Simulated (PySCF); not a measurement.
Distances in Å between the heavy atoms of a computed structure (GFN2-xTB; lower triangle, same order across):
```
C1    0.00
C2    1.33  0.00
P3    2.75  1.79  0.00
C4    4.04  2.97  1.82  0.00
C5    4.09  3.30  2.80  1.53  0.00
C6    4.05  3.70  3.18  2.53  1.52  0.00
C7    3.94  2.98  1.84  3.02  4.38  4.92  0.00
C8    3.85  3.32  2.73  4.33  5.52  5.81  1.53  0.00
C9    5.23  4.31  2.75  3.36  4.83  5.28  1.53  2.53  0.00
```

Hydrogens: 2 on C1, 1 on C2, 1 on P3, 2 on C4, 2 on C5, 3 on C6, 1 on C7, 3 on C8, 3 on C9.

Charge +1, singlet.

Task: Read off the bonds between heavy atoms and their formal orders.

Result: C1–C2 (double); C2–P3 (single); P3–C4 (single); C4–C5 (single); C5–C6 (single); P3–C7 (single); C7–C8 (single); C7–C9 (single).

Task: Which species is it?

Result: `C=C[PH+](CCC)C(C)C`, [C8H18P]+. The mark at the stereocentre is left out: distances alone don't tell a structure from its mirror image.

Task: Describe the place of each heavy atom.

Result: C1: terminal =CH2 carbon; C2: alkene CH carbon; P3: phosphonium phosphorus; C4: sp3 carbon bound to phosphorus; C5: chain CH2 carbon; C6: methyl carbon; C7: sp3 carbon bound to phosphorus; C8: methyl carbon; C9: methyl carbon.

Conformer computed: `[CH2:1]=[CH:2][P@H+:3]([CH2:4][CH2:5][CH3:6])[CH:7]([CH3:8])[CH3:9]`: C1–C2–P3–C4 -126°, C2–P3–C4–C5 48°, P3–C4–C5–C6 57°, C2–P3–C7–C8 -58°.
